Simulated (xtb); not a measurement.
HOZn (SMILES [OH][Zn]), doublet, geometry from GFN2-xTB (such geometries of metal compounds can be far from the true shape) (the spin is typed, not shown lowest); GFN0-xTB in xtb.

xtb was given this input:
```
$ xtb mol.xyz --gfn 0 --uhf 1 --etemp 5000 --json

# file mol.xyz
3

Zn    -0.28958372    -0.17587211    -0.27250456
O      0.94444494     0.48302783     0.89466334
H      1.13195202     1.41194083     1.01783020
```

### Question
What does xtb print? Leave out banner, timings and long lists.

### Answer

```
   ID    Z sym.   atoms
    1   30 Zn     1
    2    8 O      2
    3    1 H      3

           -------------------------------------------------
          |                Calculation Setup                |
           -------------------------------------------------

           -------------------------------------------------
          |                 G F N 0 - x T B                 |
           -------------------------------------------------

          ...................................................
          :                      SETUP                      :
          :.................................................:
          :  # basis functions                  10          :
          :  # atomic orbitals                  10          :
          :  # shells                            6          :
          :  # electrons                         9          :
          :  electronic temp.         5000.0000000     K    :
          :  accuracy                    1.0000000          :
          :  -> integral cutoff          0.2500000E+02      :
          :  -> integral neglect         0.1000000E-07      :
          ...................................................

         :::::::::::::::::::::::::::::::::::::::::::::::::::::
         ::                     SUMMARY                     ::
         :::::::::::::::::::::::::::::::::::::::::::::::::::::
         :: total energy              -4.586452606418 Eh    ::
         :: gradient norm              0.022511357336 Eh/a0 ::
         :: HOMO-LUMO gap              4.686551541573 eV    ::
         ::.................................................::
         :: H0 energy                 -4.573094317741 Eh    ::
         :: repulsion energy           0.020835781743 Eh    ::
         :: electrostat energy        -0.033871040066 Eh    ::
         :: -> Gsolv                   0.000000000000 Eh    ::
         ::    -> Gsasa                0.000000000000 Eh    ::
         ::    -> Gshift               0.000000000000 Eh    ::
         :: dispersion energy         -0.000323030353 Eh    ::
         :: short-range corr.          0.000000000000 Eh    ::
         :: add. restraining           0.000000000000 Eh    ::
         :: total charge               0.000000000000 e     ::
         :::::::::::::::::::::::::::::::::::::::::::::::::::::

           -------------------------------------------------
          |                Property Printout                |
           -------------------------------------------------

    * Orbital Energies and Occupations

         #    Occupation            Energy/Eh            Energy/eV
      -------------------------------------------------------------
         1        2.0000           -0.6973275             -18.9752
         2        1.9999           -0.5317171             -14.4688
         3        1.9721           -0.4454015             -12.1200
         4        1.9497           -0.4357024             -11.8561
         5        1.0739           -0.3501036              -9.5268 (HOMO)
         6        0.0043           -0.1778760              -4.8403 (LUMO)
         7        0.0000           -0.0874233              -2.3789
         8        0.0000           -0.0773020              -2.1035
         9                          0.1626775               4.4267
        10                          0.3512854               9.5590
      -------------------------------------------------------------
                  HL-Gap            0.1722276 Eh            4.6866 eV
             Fermi-level            0.0000000 Eh            0.0000 eV

     #   Z          covCN         q      C6AA      α(0)
     1  30 Zn       0.730    -0.139   339.613    44.234
     2   8 O        1.536    -0.173    16.880     5.552
     3   1 H        0.806     0.312     0.687     1.302

 Mol. C6AA /au·bohr⁶  :        524.792512
 Mol. C8AA /au·bohr⁸  :      33062.674602
 Mol. α(0) /au        :         51.087883

Wiberg/Mayer (AO) data.
largest (>0.10) Wiberg bond orders for each atom

 ---------------------------------------------------------------------------
     #   Z sym  total        # sym  WBO       # sym  WBO       # sym  WBO
 ---------------------------------------------------------------------------
     1  30 Zn   0.669 --     2 O    0.648
     2   8 O    1.603 --     3 H    0.955     1 Zn   0.648
     3   1 H    0.975 --     2 O    0.955
 ---------------------------------------------------------------------------

Topologies differ in total number of bonds
Writing topology from bond orders to xtbtopo.mol

 dipole moment from electron density (au)
     X       Y       Z
  -0.8784   0.0440  -0.8643  total (Debye):    3.134

           -------------------------------------------------
          | TOTAL ENERGY               -4.586452606418 Eh   |
          | GRADIENT NORM               0.022511357336 Eh/α |
          | HOMO-LUMO GAP               4.686551541573 eV   |
           -------------------------------------------------

normal termination of xtb
```
